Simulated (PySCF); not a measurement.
Vertical excitations of a molecule FH6NOSi2 from PySCF with TDDFT-PBE/def2-SVPD, as energy in eV (oscillator strength): 5.77 (0.001), 6.13 (0.034), 6.41 (0.028), 6.45 (0.058), 6.64 (0.067), 6.88 (0.010), 6.96 (0.023), 7.07 (0.001), 7.39 (0.003), 7.40 (0.014). Lowest triplet (TDA): 5.59 eV. Geometry: PBE-D3(BJ)/def2-SVP. The values are those of a single conformer.

Problem. Pick the molecule that these values belong to.
(A) O[Si@H](F)N[SiH3]
(B) N[Si@@H](O)[SiH2]F
(C) O[SiH2]N[SiH2]F
(D) N[Si@@](O)(F)[SiH3]

Solution. D, N[Si@@](O)(F)[SiH3]
